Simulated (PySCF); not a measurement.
Si(CCH)(F)3 (C2HF3Si), SMILES C#C[Si](F)(F)F. Geometry optimised at PBE-D3(BJ)/def2-SVP.

The numbers are results of PBE-D3(BJ)/def2-SVP in PySCF, not measurements.

Harmonic wavenumbers (cm⁻¹): 128, 128, 266, 266, 338, 378, 378, 627, 719, 719, 860, 971, 971, 2110, 3387. Rotational constants (GHz): 3.910, 2.086, 2.086; symmetry number 3.

Task: Work out the zero-point energy and the ideal-gas rigid-rotor harmonic-oscillator thermochemistry at 298.15 K and 1 atm.

Result: ZPE = ½ Σ hcν = ½ × 12247 cm⁻¹ = 73.26 kJ/mol. H − E(el) = 93.23 kJ/mol. Entropy in J/(mol K): translation 167.38, rotation 105.25, vibration 57.99, total 330.61. G − E(el) = -5.34 kJ/mol. Cp = 99.78 J/(mol K). Modes under 150 cm⁻¹ make the vibrational entropy uncertain.
